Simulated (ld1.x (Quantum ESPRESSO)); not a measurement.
**iodine (I), ultrasoft: configuration errors across variants**

```
Element                 : iodine (I)
Generator               : ld1.x (Quantum ESPRESSO) 7.5
Type                    : ultrasoft
Functional              : PBEsol
Relativity              : scalar-relativistic
Frozen core             : [Kr] 4d10
Valence charge          : 7
Reference configuration : 5s2 5p5
Partial waves           : 5s (bound): rcut 1.40, rcutus 1.85 bohr; 5s channel at 0.15 Ry: rcut 1.40, rcutus 1.85 bohr; 5p (bound): rcut 2.00, rcutus 2.30 bohr; 5p channel at 2.2 Ry: rcut 2.00, rcutus 2.30 bohr
Local potential         : all-electron potential smoothed inside 2.00 bohr (lloc = -1)
Core correction         : a·sin(br)/r model core inside 1.15 bohr
Augmentation charge     : built from norm-conserving waves at rcut, not smoothed further
```

All-electron excitation energies from the reference (eV): (1) 5s2 5p4 11.151; (2) 5s2 5p3 31.034; (3) 5s2 5p2 60.420; (4) 5s2 5p1 99.915; (5) 5s1 5p5 22.161; (6) 5s2 5p5.3 -1.786; (7) 5s1 5p6 10.446.

A true bound ghost makes a file unfit for plane-wave use even where its test errors are small: the radial tests pick states by their node count and pass the ghost by.

Errors AE − PS in meV (a dash: test not solved or not reliable):

```csv
change,(1),(2),(3),(4),(5),(6),(7),bound ghosts
base,-17,-75,-171,-281,-64,-0.3,-22,d
core correction none,-17,-67,-136,-172,-30,-0.3,+1.6,d
core correction a·sin(br)/r model core inside 0.84 bohr,-17,-75,-171,-281,-64,-0.3,-23,d
core correction a·sin(br)/r model core inside 1.10 bohr,-17,-75,-171,-281,-64,-0.3,-22,d
core correction a·sin(br)/r model core inside 1.22 bohr,-17,-75,-171,-282,-64,-0.3,-22,d
core correction a·sin(br)/r model core inside 1.46 bohr,-18,-76,-174,-289,-64,-0.3,-22,d
core correction a·sin(br)/r model core inside 1.96 bohr,-18,-80,-188,-327,-52,-0.4,-14,d
core correction a·sin(br)/r model core inside 2.20 bohr,-18,-79,-181,-301,-44,-0.4,-9.0,d
```

(1) Give the same row for: core correction a·sin(br)/r model core inside 1.72 bohr.

Results:

(1) -18, -79, -186, -323, -61, -0.3, -19; bound ghosts: d.
